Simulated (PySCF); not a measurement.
Working out the ionisation energy of Br⁺

Br⁺ [Ar] 3d10 4s2 4p4 (3P) → Br²⁺ [Ar] 3d10 4s2 4p3 (4S). Computed with PySCF 2.14 in def2-QZVPPD (12s8p5d4f1g, 98 functions), with the non-relativistic Hamiltonian (point nucleus). Frozen: [Ar] 3d10. Energies in hartree (1 hartree = 27.21139 eV):

| part | Br⁺ (lower) | Br²⁺ (upper) |
| --- | --- | --- |
| UHF | -2572.052708 | -2571.308571 |
| CCSD correlation | -0.133847 | -0.099694 |
| (T) | -0.004088 | -0.002920 |

Question: What does Hartree-Fock give?

Answer: (-2571.308571) − (-2572.052708) = 0.744137 hartree = 20.249 eV.

Question: What do CCSD and CCSD(T) give?

Answer: The CCSD correlation energies differ by 0.034153 hartree = 0.929 eV and the triples by 0.001168 hartree = 0.032 eV, so CCSD gives 21.178 eV and CCSD(T) 21.210 eV.

Measured between the centres of the two terms (NIST): 21.409 eV, so CCSD(T) (valence) is off by -0.199 eV.

The calculation is non-relativistic.

What remains against the reference includes basis incompleteness, the frozen core and higher excitations.
